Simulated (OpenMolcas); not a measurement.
**OpenMolcas run: Zr⁺**

Input:

```
&GATEWAY
Coord
1

Zr 0.0 0.0 0.0
Basis=ANO-RCC-VQZP
Group=XYZ
NoMove
AngMom=0.0 0.0 0.0
AMFI
&SEWARD
Relativistic=R04O02
&RASSCF
FileOrb=start.orb
Symmetry=1
Spin=4
nActEl=3 0 0
Inactive=9 9
Ras2=6 0
CIRoot=20 20 1
SDav=20
CIMx=300
Iter=120 100
PrWF=0.3
OrbListing=Nothing
MaxOrb=0
Atom
>>> COPY $Project.JobIph JOB001
&RASSCF
FileOrb=start.orb
Symmetry=1
Spin=2
nActEl=3 0 0
Inactive=9 9
Ras2=6 0
CIRoot=49 49 1
SDav=70
CIMx=300
Iter=120 100
PrWF=0.3
OrbListing=Nothing
MaxOrb=0
Atom
>>> COPY $Project.JobIph JOB002
&RASSI
NrOfJobIphs=2 20 35
1 2 3 4 5 6 7 8 9 10 11 12 13 14 15 16 17 18 19 20
1 2 3 4 5 6 7 8 9 10 11 12 13 14 15 16 17 18 19 20 21 22 23 24 25 26 27
28 29 30 31 32 33 34 35
IphNames
JOB001
JOB002
EJob
SpinOrbit
DIPRint=1.0
SOCoupling=1000.0
Subsets=2
MEES
Property=10
'ANGMOM' 1 'ANGMOM' 2 'ANGMOM' 3 'MLTPL  1' 1 'MLTPL  1' 2 'MLTPL  1' 3
'AMFI' 1 'AMFI' 2 'AMFI' 3 'MLTPL  2' 6
SOProperty=3
'ANGMOM' 1 'ANGMOM' 2 'ANGMOM' 3
```

Launched by
```bash
OMP_NUM_THREADS=1 MOLCAS_MEM=2252 MOLCAS_PROJECT=a pymolcas a.inp > a.log  # once for each step of the input, in one work folder
```

A driver script runs the steps one by one and writes start.orb anew before each from the orbitals found so far.

Output, cut to the results:

```
--- SEWARD ---
Basis set label: ZR.ANO-RCC...8S7P5D3F2G1H.

      Electronic valence basis set:
      ------------------
      Associated Effective Charge  40.000000 au
      Associated Actual Charge     40.000000 au
      Nuclear Model: Point charge

      Shell  nPrim  nBasis  Cartesian Spherical Contaminant
         s      21       8        X
         p      18       7        X
         d      13       5                 X
         f       6       3                 X
         g       4       2                 X
         h       2       1                 X
Relativistic=R04O02
                  Relativistic Douglas-Kroll-Hess integrals:
                    - DKH order of Hamiltonian: 4
                    - DKH order of Properties : 2
--- RASSCF ---
Wave function specifications:
      -----------------------------

      Number of closed shell electrons          36
      Number of electrons in active shells       3
      Max number of holes in RAS1 space          0
      Max nr of electrons in RAS3 space          0
      Number of inactive orbitals               18
      Number of active orbitals                  6
      Number of secondary orbitals              80
      Spin quantum number                      1.5
      State symmetry                             1
Orbital specifications:
      -----------------------

      Symmetry species                           1   2
                                                ag  au
      Frozen orbitals                            0   0
      Inactive orbitals                          9   9
      Active orbitals                            6   0
      RAS1 orbitals                              0   0
      RAS2 orbitals                              6   0
      RAS3 orbitals                              0   0
      Secondary orbitals                        36  44
      Deleted orbitals                           0   0
      Number of basis functions                 51  53
      Number of CSFs                            20
      Number of root(s) required                20
      Iter CI   SX   CI       RASSCF       Energy    max ROT     max BLB   max BLB  Level Ln srch  Step   QN
          iter iter root      energy       change     param      element    value   shift minimum  type update
 Nr of preliminary CI iterations:   1
      Total energies have been shifted. Add                -3000.00 au
        1   1    3    0  -596.00398369    0.00E+00  -3.61E-07    9  10 2 -3.26E-07   0.12   0.00    SX    NO
        2   1    2    0  -596.00398369   -6.37E-12   6.00E-08    9  17 1  8.57E-08   0.12   0.00    SX    NO
        3   1    2    0  -596.00398369    2.27E-12   3.32E-08    9  19 2  3.89E-08   0.12   0.00    SX    NO
        4   1    1    0  -596.00398369   -5.91E-12   0.00E+00    9  16 2  2.04E-08   0.12   0.00    SX    NO
      Convergence after  4 iterations
        5   1    1    0  -596.00398369    0.00E+00   0.00E+00    9  16 2  2.04E-08   0.12   0.00    SX    NO
      Natural orbitals and occupation numbers for root  1
      sym 1:   0.000000   0.359806   0.359806   0.640194   0.640194   1.000000
      Natural orbitals and occupation numbers for root  2
      sym 1:   0.434751   0.565249   0.565249   0.434751   0.000000   1.000000
      Natural orbitals and occupation numbers for root  3
      sym 1:  -0.000000   0.171839   0.828161   0.171839   0.828161   1.000000
::    RASSCF root number  1 Total energy:  -3596.02400804
::    RASSCF root number  2 Total energy:  -3596.02400804
::    RASSCF root number  3 Total energy:  -3596.02400804
::    RASSCF root number  4 Total energy:  -3596.02400804
::    RASSCF root number  5 Total energy:  -3596.02400804
::    RASSCF root number  6 Total energy:  -3596.02400804
::    RASSCF root number  7 Total energy:  -3596.02400804
::    RASSCF root number  8 Total energy:  -3596.00829361
::    RASSCF root number  9 Total energy:  -3596.00829361
::    RASSCF root number 10 Total energy:  -3596.00829361
::    RASSCF root number 11 Total energy:  -3596.00829361
::    RASSCF root number 12 Total energy:  -3596.00829361
::    RASSCF root number 13 Total energy:  -3596.00829361
::    RASSCF root number 14 Total energy:  -3596.00829361
::    RASSCF root number 15 Total energy:  -3595.98345092
::    RASSCF root number 16 Total energy:  -3595.98345092
::    RASSCF root number 17 Total energy:  -3595.98345092
::    RASSCF root number 18 Total energy:  -3595.96773649
::    RASSCF root number 19 Total energy:  -3595.96773649
...
--- RASSI ---
SPIN-FREE ENERGIES:
  (Shifted by EMIN (a.u.) =      -3596.0240080388)

 SF State       Relative EMIN(au)   Rel lowest level(eV)    D:o, cm**(-1)      L_eff

     1             0.0000000000        0.0000000000              0.0000         3.0
     2             0.0000000000        0.0000000000              0.0000         3.0
     3             0.0000000000        0.0000000000              0.0000         3.0
     4             0.0000000000        0.0000000000              0.0000         3.0
     5             0.0000000000        0.0000000000              0.0000         3.0
     6             0.0000000000        0.0000000000              0.0000         3.0
     7             0.0000000000        0.0000000000              0.0000         3.0
     8             0.0157144248        0.4276112820           3448.9176         3.0
     9             0.0157144248        0.4276112820           3448.9176         3.0
    10             0.0157144248        0.4276112820           3448.9176         3.0
    11             0.0157144248        0.4276112820           3448.9176         3.0
    12             0.0157144248        0.4276112820           3448.9176         3.0
    13             0.0157144248        0.4276112820           3448.9176         3.0
    14             0.0157144248        0.4276112820           3448.9176         3.0
    21             0.0270838379        0.7369887731           5944.2153         2.0
    22             0.0270838379        0.7369887731           5944.2153         2.0
    23             0.0270838379        0.7369887731           5944.2153         2.0
    24             0.0270838379        0.7369887731           5944.2153         2.0
    25             0.0270838379        0.7369887731           5944.2153         2.0
    26             0.0339748097        0.9245016690           7456.6088         1.0
    27             0.0339748097        0.9245016690           7456.6088         1.0
...
```

Levels above the lowest, from the spin-orbit matrix, grouped by J:

```csv
Configuration,Term,J,E (cm⁻¹),Measured (cm⁻¹),Term weight %,Second
4d² 5s,⁴F,3/2,0.0,0.0,100,
4d² 5s,⁴F,5/2,305,315,100,
4d² 5s,⁴F,7/2,730,763,100,
4d² 5s,⁴F,9/2,1270,1323,100,
4d³,⁴F,3/2,3432,2572,98,
4d³,⁴F,5/2,3753,2895,99,
4d³,⁴F,7/2,4180,3300,100,
4d³,⁴F,9/2,4687,3758,99,
4d² 5s,²D,3/2,6437,4248,91,7 4d³ ²P
4d² 5s,²D,5/2,6738,4505,96,
4d³,²P,1/2,7937,,99,
4d³,²P,3/2,8379,,91,7 4d² 5s ²D
4d² 5s,⁴P,1/2,9347,,100,
4d² 5s,²F,5/2,9428,5753,98,
4d² 5s,⁴P,3/2,9542,,99,
4d² 5s,⁴P,5/2,9876,,97,
4d² 5s,²F,7/2,10077,6468,91,9 4d³ ²G
4d³,²G,7/2,10348,,91,9 4d² 5s ²F
4d³,²G,9/2,10634,,99,
4d³,⁴P,1/2,12818,,100,
4d³,⁴P,3/2,13034,,99,
4d³,⁴P,5/2,13272,,100,
```

Against the 11 measured excited levels shown (NIST Handbook of Basic Atomic Spectroscopic Data) the mean absolute deviation is 1400 cm-1; the largest miss in energy is 4d² 5s ²F_5/2: computed 9428, measured 5753 cm⁻¹ (+63.9 %).

Some high roots are left out of the spin-orbit mixing, which shifts the levels that they would mix with. Without dynamic correlation excited terms often stand tens of per cent too high (terms of higher spin than the ground term too low), and those without a measured partner can miss by more than the paired ones. Configurations are named by rounded mean occupations; where the s occupation lies near a half they are strongly mixed, a name can repeat and a true partner stay unpaired. A single d shell beside an s shell can misplace configurations of different d count against each other. Computed and measured levels are paired by configuration, term and J; levels that our copy of the source lacks, or whose pairing is in doubt (as where it misses far off the trend of its configuration), stay unpaired and out of the deviations. Levels of configurations outside the active space are missing. The first state left out of the spin-orbit step lies near 18000 cm-1 above the lowest spin-free state of the reference (among the parities and spins computed), and the list stops at four fifths of that energy or lower.

The term weight is that of the spin-free term in the level, not the purity of its configuration.
